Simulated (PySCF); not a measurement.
# IO₂⁻, singlet: molecular constants

Level of theory: PBE0 in PySCF with I def2-TZVPD with ECP28, O def2-TZVPD; scalar-relativistic core potentials, no spin–orbit coupling; density-fitted integrals.

The structure is a minimum.

```xyz
3
charge -1 multiplicity 1, angstrom
I     0.0000    0.0000   -0.2163
O     1.5030    0.0000    0.8632
O    -1.5030    0.0000    0.8632
```

| Item | Value |
| --- | --- |
| Point group | C2v |
| Bond lengths | I–O 1.850 Å (×2) |
| Bond angles | O–I–O 108.6° |
| Principal quadrupole moments (Buckingham, traceless) about the centre of mass | -10.95, 3.33, 7.61 D Å |
| Principal polarisabilities | 52.1, 56.9, 67.1 bohr³ |
| Rotational constants | 0.5662, 0.2333, 0.1652 cm⁻¹ |
| Dipole moment about the centre of mass | 4.53 D |
| Highest occupied level | -0.39 eV |
| Enthalpy at 298.15 K above 0 K | 11.70 kJ/mol |
| Rotational symmetry number | 2 |
| Lowest empty level | 3.32 eV |
| Heat capacity Cp at 298.15 K | 47.0 J/(mol K) |
| Entropy at 298.15 K and 1 bar | 275.3 J/(mol K) |
| Zero-point energy | 10.3 kJ/mol |

Harmonic modes (masses in u: I 126.904, O 15.995):
```csv
symmetry,ω (cm⁻¹),IR (km/mol),μ (u)
a1,253,16.5,17.71
a1,731,46.4,17.37
b2,743,177,18.27
```

In C2v the vibrations span 2a1 + b2. Here b1 is antisymmetric to the molecular plane and b2 lies in it.

Charges (e); Mulliken and Löwdin values are unreliable with diffuse functions:
| atom | Mulliken | Löwdin | polar tensor | Mayer order to I1 |
| --- | --- | --- | --- | --- |
| I1 | 0.51 | 1.15 | 0.59 | – |
| O2,3 | -0.75 | -1.08 | -0.80 | 1.23 |

Mulliken populations on I1 (electrons outside its core potential): s 3.95, p 10.01, d 10.43, f 0.10.

Counting electrons, iodine keeps 4 of its valence electrons outside its bonds, so the VSEPR class is AX2E2 and the expected shape is bent (C2v), as computed.

Other isomers or separated fragments may lie lower. The lowest empty level of this anion is unbound, so it and the gap depend on the basis.

The final relaxation and frequency run took of the order of 70 core-seconds on a shared host.
